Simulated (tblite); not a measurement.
Species: C2H7F4PSi2.
Cartesian coordinates in Å at the GFN2-xTB level; atoms count from 1:
```
atom  x, y, z in Å
F1    -2.7259   -0.8879   -0.7476
C2    -1.6667   -0.9406    0.1287
Si3   -0.0187   -0.9386   -0.8737
P4     1.6089   -0.8749    0.6262
Si5    2.1810    1.2963    0.7867
C6    -1.7305    0.2674    1.0269
F7    -2.9279    0.4919    1.5761
F8    -0.8617    0.1332    2.0470
F9    -1.3827    1.4010    0.3921
H10   -1.8114   -1.8273    0.7525
H11   -0.1911    0.1419   -1.8483
H12   -0.0311   -2.2313   -1.5584
H13    2.5876   -1.2005   -0.2939
H14    3.5871    1.2867    1.1938
H15    1.3356    1.8971    1.8105
H16    2.0400    1.9944   -0.4949
```

Computed with GFN2-xTB (tblite): harmonic, unscaled wavenumbers at the GFN2-xTB geometry, gas phase. The method is semi-empirical: single wavenumbers can be off by several per cent or more. Modes of hydrogen on phosphorus and silicon can be 10 to 20 % off. One conformer, not necessarily the lowest.

Harmonic wavenumbers (cm⁻¹): 29.9, 45.9, 65.8, 82.6, 100.8, 110.4, 157.5, 203.0, 232.7, 322.4, 393.2, 406.0, 452.8, 469.8, 483.0, 501.2, 511.8, 536.0, 554.8, 631.4, 634.6, 689.7, 712.9, 745.3, 761.9, 764.8, 776.6, 789.4, 859.1, 1021.2, 1063.1, 1070.4, 1178.5, 1193.0, 1276.2, 2230.4, 2253.0, 2259.5, 2278.6, 2312.5, 2334.3, 2951.9.

A = 1439, B = 691.5, C = 558.7 MHz; mass 193.976 u (most abundant isotopes); point group C1, symmetry number 1.

Task: What is the zero-point energy?

Result: ½Σν̃ = 18224 cm⁻¹ = 218.01 kJ/mol.

Task: Give the ideal-gas entropy at 298.15 K and 1 bar in the rigid-rotor, harmonic-oscillator model (classical rotation).

Result: Translation 174.55, rotation 128.60, vibration 180.38: S = 483.5 J/(mol K).

Task: And Cp and H(298.15 K) − H(0)?

Result: Cp = 200.04 J/(mol K), of which vibrations give 166.78 (their classical limit is 42 R = 349.2); H(298.15 K) − H(0) = 36.63 kJ/mol without the zero-point energy, 26.71 from vibrations.

Task: What must be added to the electronic energy to get the Gibbs energy at 298.15 K and 1 bar?

Result: ZPE + [H(298.15 K) − H(0)] − T·S = 218.01 + 36.63 − 144.16 = 110.48 kJ/mol.

Task: How do the functions run with temperature in this model?

Result: 
| T (K) | S (J/(mol K)) | Cp (J/(mol K)) | H − H(0) (kJ/mol) | G − H(0) (kJ/mol) | ln q(vib) |
| --- | --- | --- | --- | --- | --- |
| 50 | 271.3 | 71.2 | 2.52 | -11.04 | 1.24 |
| 100 | 329.2 | 97.9 | 6.78 | -26.14 | 3.35 |
| 373.15 | 531.6 | 228.0 | 52.72 | -145.63 | 13.58 |
| 500 | 603.3 | 262.1 | 83.94 | -217.73 | 17.84 |
| 750 | 718.2 | 303.4 | 155.13 | -383.54 | 25.36 |
| 1000 | 809.1 | 327.8 | 234.28 | -574.86 | 31.84 |

q(vib) and H(0) count from the zero-point level.

Task: Which modes carry the vibrational entropy at 298.15 K?

Result: 29.9 cm⁻¹: 24.42; 45.9 cm⁻¹: 20.86; 65.8 cm⁻¹: 17.89; 82.6 cm⁻¹: 16.02; 100.8 cm⁻¹: 14.39; 110.4 cm⁻¹: 13.65 J/(mol K); the other 36 give 73.15 together.

Task: Blend soft modes into free rotors: weight 1/[1 + (100 cm⁻¹/ν̃)⁴] for the oscillator and the rest for a rotor with moment μB/(μ + B), μ = h/(8π²ν), B = 10⁻⁴⁴ kg m². What vibrational entropy results?

Result: 159.69 J/(mol K) in place of 180.38, which changes −T·S at 298.15 K by +6.17 kJ/mol.

Hindered rotation and anharmonicity are outside this model. Other conformers, if any are populated, would add a mixing term that is left out. The structure is chiral; the term R ln 2 for an equal mix with its mirror image is left out.
